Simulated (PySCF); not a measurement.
Two-component Hartree-Fock for Mo (molybdenum, neutral)

Start: [Kr] 4d5 5s1; 4d3/2 filled at m_j = -3/2, -1/2, +1/2, +3/2; 4d5/2 filled at m_j = +5/2; 5s1/2 filled at m_j = +1/2. Calculated with PySCF 2.14 in x2c-TZVPall-2c with one added diffuse shell each of s, p, d type (9s10p8d1f, 86 functions): generalised Hartree-Fock with the X2C-1e Hamiltonian and a Gaussian nucleus; one run each with spin-orbit coupling (SO) switched off, then screened by Boettger's factors.

```tsv
spinor shell	electrons	ε, spin-free (eV)	ε, screened SO (eV)	weight of nominal j (screened SO)	rms radius, screened SO (bohr)
1s1/2	2	-20107.0	-20105.9	1.000	0.0404
2s1/2	2	-2914.8	-2914.5	1.000	0.166
2p1/2	2	-2599.2	-2672.8	1.000	0.145
2p3/2	4	-2599.2	-2564.7	1.000	0.149
3s1/2	2	-528.14	-528.07	1.000	0.456
3p1/2	2	-421.85	-434.47	1.000	0.455
3p3/2	4	-421.85	-415.91	1.000	0.465
3d3/2	4	-248.98	-251.13	0.972	0.451
3d5/2	6	-248.98	-247.48	0.981	0.455
4s1/2	2	-78.870	-78.857	1.000	1.19
4p1/2	2	-47.656	-52.359	0.654	1.34
4p3/2	4	-47.656	-45.356	0.827	1.34
4d3/2	4	-9.371	-9.396	0.521	2.11
4d5/2	1	-9.371	-9.258	1.000	2.13
5s1/2	1	-6.489	-6.489	1.000	3.95
```

| quantity | spin-free | screened SO |
| --- | --- | --- |
| E (hartree) | -4045.95509 | -4046.43074 |
| M_J | 3 | 3 |
| ⟨J²⟩ | 12.004 | 12.004 |
| ⟨L²⟩ | 0.000 | 0.013 |
| ⟨S²⟩ | 12.004 | 12.000 |

Each row is a mean over spinors that exchange with the open shell spreads, by up to 8.035 eV (4p3/2).

Rows whose weight is well below 1 are mixtures of j = l ± 1/2: exchange outweighs spin-orbit coupling there, and the label is only the starting occupation.

Breit and QED terms are absent; they matter most for the inner s and p1/2 levels.

Densities and radii are taken from the X2C orbitals without a picture-change correction, which distorts them close to the nucleus.

Without spin-orbit coupling the j labels of p, d and f shells carry no meaning; the spin-free column gives the mean over the occupied spinors of each nl shell.
